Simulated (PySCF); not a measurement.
**Heteronuclear NMR**

Bonds (- single, = double, # triple, : aromatic): C1=C2, C2-Si3, Si3-Cl4, Si3-Si5, Si5-C6, C6-C7, C6-C8, C6-C9. C1 carries H10, H11; C2 carries H12; Si3 carries H13; Si5 carries H14, H15; C7 carries H16, H17, H18; C8 carries H19, H20, H21; C9 carries H22, H23, H24. Stereochemistry as in C=C[Si@H](Cl)[SiH2]C(C)(C)C. H10 is cis to Si3; H14 is pro-R; H15 is pro-S; H11 is trans to Si3.

How the numbers were obtained: PBE0/pcSseg-1 with gauge-including orbitals, geometry: GFN2-xTB, in PySCF 2.14 (no relativistic terms, isolated molecule, a single conformation, rapidly exchanging positions averaged).

Question: Predict the $^{29}$Si NMR data.

Answer: 
```tsv
atoms	environment	σ (ppm)	δ (ppm)
Si3	silicon bonded to C, Cl, Si, H	363.0	-18.4
Si5	silicon bonded to C, Si, 2 H	404.7	-52.7
```

Shieldings were converted by a linear fit to measured shifts: $^{29}$Si (scatter 8.9 ppm rms, 25.8 ppm with the 6 outliers that the fit left out vs TMS, solution or neat liquid). A few per cent of atoms miss by over 2 rms, more outside the fitted compound classes.

On a 500 MHz spectrometer $^{29}$Si resonates near 99.3 MHz, so 1 ppm is 99.3 Hz.
